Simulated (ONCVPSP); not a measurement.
Before and after: ONCV potential for selenium

| Item | Value |
| --- | --- |
| Element | Se (Z = 34) |
| Generator | ONCVPSP 4.0.1 |
| Type | optimised norm-conserving Vanderbilt (ONCV) |
| Functional | PBE |
| Relativity | fully relativistic |
| Frozen core | [Ar] 3d10 |
| Valence charge | 6 |
| Reference configuration | 4s2 4p3.5 (charge +0.5) |
| Partial waves | 4s: rc 1.65 bohr, ncon 3, nbas 8, qcut 3.9 1/bohr, 2 projectors, debl 3.4 Ha; 4p: rc 1.25 bohr, ncon 4, nbas 7, qcut 6.1 1/bohr, 2 projectors, debl 2.1 Ha; d scattering state at 0.43 Ha: rc 1.60 bohr, ncon 4, nbas 7, qcut 6.2 1/bohr, 1 projector |
| Local potential | polynomial inside 1.00 bohr (lpopt 3, dvloc0 2 Ha) |
| Core correction | Teter function, fcfact 3.5, rcfact 1.5 |

Open shells are filled in proportion to 2j + 1.

Change: core correction Teter function, fcfact 3.5, rcfact 2.04.

Cutoffs: the cutoffs (Ha) at which the residual kinetic energy of the hardest occupied pseudo-wave falls to 1 and 0.1 mHa per electron; they do not see the model core or the augmentation charge, which bear on the density cutoff. Errors are all-electron minus pseudo energies relative to the spin-unpolarised reference configuration.

Question: What does the change do?

Answer: The potential gets neither clearly harder nor softer (82 Ha and 100 Ha → 82 Ha and 100 Ha); both files keep a bound ghost (p); of the 4 tests that both files solve, the error grows in 4 and shrinks in 0 by more than 15 % and 0.3 meV (median size 10.5 → 26.4 meV). A model core, the more so a compact one, raises the density cutoff, which this test does not measure.

| quantity | base | changed |
| --- | --- | --- |
| cutoff, loose | 82 Ha | 82 Ha |
| cutoff, tight | 100 Ha | 100 Ha |
| bound ghosts | p3/2, p1/2 | p3/2, p1/2 |
| GHOST(+) flags under 300 eV | s at 111.5 eV | s at 111.5 eV |
| error for 4s2 4p4, meV [ΔE -4.31 eV] | -1.1 | -16 |
| error for 4s2 4p3, meV [ΔE 6.54 eV] | -1.8 | -21 |
| error for 4s2 4p2, meV [ΔE 26.89 eV] | -31 | -230 |
| error for 4s1 4p4, meV [ΔE 18.07 eV] | -19 | -32 |
| s: phases at 1.67 bohr within 0.05 rad from the reference energy up to (Ha; the scan ends near 5) | 3.8 | 3.8 |
| p3/2: phases at 1.27 bohr within 0.05 rad from the reference energy up to (Ha; the scan ends near 5) | to the end of the scan | to the end of the scan |
| p1/2: phases at 1.27 bohr within 0.05 rad from the reference energy up to (Ha; the scan ends near 5) | to the end of the scan | to the end of the scan |
| d5/2: phases at 1.62 bohr within 0.05 rad from the reference energy up to (Ha; the scan ends near 5) | 1.0 | 1.0 |
| d3/2: phases at 1.62 bohr within 0.05 rad from the reference energy up to (Ha; the scan ends near 5) | 1.0 | 1.0 |
| rms error of d²Exc/dni dnj with the model core, mHa | 3.40 | 3.63 |

 A true bound ghost makes a file unfit for plane-wave use even where its test errors are small: the radial tests pick states by their node count and pass the ghost by.
